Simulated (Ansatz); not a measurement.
Isolated molecules relaxed with PBE0-D4/def2-TZVP in Ansatz; ΔE leaves out vibrations. CBS: MP2 limit from def2 TZ/QZ plus the TZ coupled-cluster correction, frozen cores. This one scheme is used for every species. Functionals use def2-TZVPP. B3LYP here is the variant with VWN-RPA as its local correlation; programs differ in this. HSE06 is defined as in plane-wave codes. Triplets are unrestricted, without spin–orbit coupling. For Se outer-core shells are correlated without core-valence functions, which leaves a few kJ/mol of doubt a bond. Scalar relativity is left out up to krypton. Each species was taken in one conformer, which may not be the lowest.

`CSC(F)[SeH]` → `[CH2]` (triplet) + `FC(S)[SeH]`  (formal loss of a carbene)

```
             level  ΔE (kJ/mol)  difference from CCSD(T)/CBS
            PBE-D4        440.9                          7.8
         revPBE-D4        429.4                         -3.7
           BLYP-D4        427.5                         -5.6
         r2SCAN-D4        410.8                        -22.3
            B97M-V        433.0                         -0.1
           PBE0-D4        431.2                         -1.9
          B3LYP-D4        426.3                         -6.8
        r2SCAN0-D4        406.4                        -26.7
          HSE06-D4        431.6                         -1.5
          BHLYP-D4        413.8                        -19.3
      CAM-B3LYP-D4        428.0                         -5.1
           ωB97X-V        442.5                          9.4
           ωB97M-V        434.4                          1.3
            B2PLYP        421.9                        -11.2
          PBE-QIDH        428.3                         -4.8
               PBE        433.2                          0.1
            revPBE        407.7                        -25.4
              BLYP        411.0                        -22.1
            r2SCAN        408.8                        -24.3
              PBE0        424.6                         -8.5
             B3LYP        414.0                        -19.1
           r2SCANh        406.7                        -26.4
           r2SCAN0        404.0                        -29.1
             HSE06        425.4                         -7.7
             BHLYP        404.4                        -28.7
         CAM-B3LYP        421.2                        -11.9
RPA@PBE/def2-TZVPP        411.4                        -21.7
       HF/def2-SVP        280.7                       -152.4
      MP2/def2-SVP        414.6                        -18.5
     CCSD/def2-SVP        394.8                        -38.3
  CCSD(T)/def2-SVP        404.1                        -29.0
     HF/def2-TZVPP        282.1                       -151.0
    MP2/def2-TZVPP        434.1                          1.0
SCS-MP2/def2-TZVPP        433.5                          0.4
   CCSD/def2-TZVPP        406.9                        -26.2
CCSD(T)/def2-TZVPP        419.2                        -13.9
     HF/def2-QZVPP        282.3                       -150.8
    MP2/def2-QZVPP        442.1                          9.0
SCS-MP2/def2-QZVPP        442.8                          9.7
     MP2/CBS(def2)        447.9                         14.8
       CCSD(T)/CBS        433.1                            0
```

Largest T1 diagnostic among the species: 0.011.

From r2SCAN to r2SCAN0 (25 % exact exchange), in def2-TZVPP and without D4, ΔE moves by −4.8 kJ/mol. At CCSD(T), def2-SVP lies −29.0 kJ/mol from the extrapolated value and def2-TZVPP −13.8 kJ/mol. Leaving LDA and LC-ωPBE aside and taking each functional with its dispersion term where it has one, the values spread over 36.1 kJ/mol, from r2SCAN0-D4 to ωB97X-V. LDA lies +71.1 kJ/mol from PBE without D4.

CCSD(T)/CBS has its own doubt, a few kJ/mol and more with outer-core shells, so smaller differences from it don't rank the levels.
